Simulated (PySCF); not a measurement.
Compound: C5H5N3.
Numbering: `[CH:1]#[C:2][c:3]1[n:4][n:5][cH:6][n:7]1[CH3:8]`

Structure used (GFN2-xTB), in Å, numbered top down from 1:
```xyz
13
C5H5N3 angstrom
C      2.7990    0.7287   -0.2328
C      1.6044    0.8496   -0.2187
C      0.2046    0.9552   -0.2061
N     -0.4991    2.0592   -0.1359
N     -1.7906    1.7262   -0.1523
C     -1.8736    0.4304   -0.2319
N     -0.6361   -0.1292   -0.2713
C     -0.2886   -1.5178   -0.3545
H      3.8454    0.6563   -0.2436
H     -2.7834   -0.1330   -0.2638
H     -0.7562   -1.9718   -1.2303
H     -0.6247   -2.0479    0.5393
H      0.7945   -1.6054   -0.4369
```

NICS is the negative of the GIAO shielding at a point without a nucleus: at the ring centre (0) and 1 Å above and below it (1); zz is the component along the ring normal. Level: GIAO PBE0/pcSseg-1 (PySCF, non-relativistic, gas phase) on the GFN2-xTB geometry, one conformer.

Ring bond lengths (Å), with Mayer bond orders in brackets: C3–N4 1.311 (1.55), N4–N5 1.334 (1.25), N5–C6 1.301 (1.60), C6–N7 1.359 (1.19), N7–C3 1.374 (1.06).

Give the NICS values of each ring in ppm.

| ring | type | NICS(0) | NICS(1), two faces | NICS(1)zz, two faces | rms pucker (Å) | centre to ring atoms, mean (Å) |
| --- | --- | --- | --- | --- | --- | --- |
| C3–N4–N5–C6–N7 | 5-membered ring with 3 N; formal bonds all aromatic | -11.8 | -11.6 / -11.5 | -29.8 / -29.8 | 0.00 | 1.14 |

What can be read from them?

- C3–N4–N5–C6–N7: mean NICS(1)zz -29.8 ppm, shielded. The ring is flat and has no four-coordinate atom; by the NICS criterion it is aromatic.

What does the geometric index give? HOMA = 1 − mean of α(R − Ropt)² over the ring bonds, with Krygowski's 1993 parameters (CN: Ropt 1.334 Å, α 93.52 Å⁻²; NN: Ropt 1.309 Å, α 130.33 Å⁻²).

- C3–N4–N5–C6–N7: HOMA 0.91; the largest term is that of N7–C3, α(R − Ropt)² = 0.15. The geometric and the magnetic index point the same way.

At the first NICS(1) probe listed for ring C3–N4–N5–C6–N7, 1 Å off the ring, what do the in-plane components average?

The isotropic value is a third of the trace: (3 × -11.6 − (-29.8))/2 = -2.5 ppm.
